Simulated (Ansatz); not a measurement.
Isolated molecules relaxed with PBE0-D4/def2-TZVP in Ansatz; ΔE leaves out vibrations. CCSD(T)/CBS adds triple-zeta CCSD(T) − MP2 to the extrapolated MP2 energy (def2 sets, frozen cores). Functionals use def2-TZVPP. One conformer a species, not always the lowest.

`C[SiH2][CH2][AlH][F]` → `C[Si](C)(F)[AlH2]`  (isomerisation)

| level | ΔE (kcal/mol) | difference from CCSD(T)/CBS |
| --- | --- | --- |
| r2SCANh-D4 | 18.9 | -0.6 |
| ωB97M-V | 19.9 | 0.4 |
| revPBE | 16.1 | -3.4 |
| BLYP | 17.9 | -1.6 |
| PBE0 | 16.8 | -2.7 |
| CAM-B3LYP | 18.7 | -0.8 |
| MP2/def2-SVP | 24.5 | 5.0 |
| CCSD/def2-SVP | 22.3 | 2.8 |
| SCS-MP2/def2-TZVPP | 20.8 | 1.3 |
| CCSD/CBS(def2) | 19.2 | -0.3 |
| CCSD(T)/CBS | 19.5 | 0 |

Largest T1 diagnostic among the species: 0.011.

Leaving LDA and LC-ωPBE aside and taking each functional with its dispersion term where it has one, the values, not all of them listed here, spread over 3.7 kcal/mol, from revPBE-D4 to ωB97M-V. At CCSD(T), def2-SVP lies +3.0 kcal/mol from the extrapolated value and def2-TZVPP −0.1 kcal/mol.

CCSD(T)/CBS has its own doubt, a few kJ/mol and more with outer-core shells, so smaller differences from it don't rank the levels.
